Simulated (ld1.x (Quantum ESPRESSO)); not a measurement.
Results of a calculation; reference values are marked as such.
**Potentials for Tl compared**

Generated with ld1.x 7.5 (TM, RRKJ, ultrasoft, PAW), atompaw 4.2 or ONCVPSP 4.0.1. The cutoff is in Ry: for ld1.x and atompaw files where the sum of valence levels is converged to 10 mRy in a Bessel basis, for ONCV files where the hardest occupied wave has 1 mHa per electron of residual kinetic energy. The error is the largest all-electron minus pseudo excitation energy over each file’s own four to seven test configurations (ionisations up to +4, promotions, holes and added fractions of an electron), all of which were solved. The labels leave out finer settings (local radius, basis sizes, second energies), which also bear on the numbers. Spin-polarised tests are not counted. The rows are a selection from randomly drawn settings: files with unsolved tests, undetermined cutoffs or missed reference levels are left out.

A true bound ghost makes a file unfit for plane-wave use even where its test errors are small: the radial tests pick states by their node count and pass the ghost by.

| potential | cutoff (Ry) | largest error (meV) | bound ghosts |
| --- | --- | --- | --- |
| TM, PBE, scalar-relativistic, rc 1.70/3.15 (sp), local s, core correction yes, reference 6s2 6p1 | 30 | -400 | none |
| TM semilocal, PBE, scalar-relativistic, rc 2.20/3.05/2.35 (spd), local p, core correction no, reference 6s1 6p0 | 18 | +805 | none |

Q: Fill in the row for Tl: ultrasoft, PW91, scalar-relativistic, rc 2.15/2.40/1.75 (spd), local smoothed, core correction no, reference 5d10 6s1 6p0.

A: cutoff 40 Ry, largest error +57 meV, bound ghosts: none.

Q: Fill in the row for Tl: PAW, PBE, scalar-relativistic, rc 2.30/3.00/1.35 (spd), local smoothed, core correction yes, reference 5d10 6s2 6p1.

A: cutoff 60 Ry, largest error -177 meV, bound ghosts: s, p.

Q: Fill in the row for Tl: TM, PBE, scalar-relativistic, rc 1.65/2.30/2.64 (spd), local s, core correction yes, reference 6s2 6p1.

A: cutoff 40 Ry, largest error -392 meV, bound ghosts: d.
